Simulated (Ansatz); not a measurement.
A structure relaxed at PBE0-D4/def2-SVP in Ansatz, charge 0, singlet:

```xyz
13

Sb    0.223   -0.975   -0.666
C    -1.158    0.572   -1.311
H    -0.827    0.989   -2.273
H    -1.205    1.376   -0.562
H    -2.162    0.142   -1.444
C     1.787    0.424   -0.105
H     1.368    1.238    0.504
H     2.249    0.847   -1.009
H     2.564   -0.098    0.472
C    -0.603   -1.107    1.339
H     0.077   -1.682    1.984
H    -1.574   -1.624    1.308
H    -0.741   -0.101    1.761
```

**Question.** Give its formula, name or SMILES and point group.

**Answer.** SbMe3 (C₃H₉Sb). Point group C3v (tolerance 0.1 Å).

**Question.** Summarise the bond lengths by kind (pairs closer than 1.2 times the sum of covalent radii, bridged metal pairs left out).

**Answer.** 3 × C–Sb 2.17 Å; 9 × C–H 1.10 Å.

In the def2 sets Sb takes a core potential; there is no spin–orbit coupling.
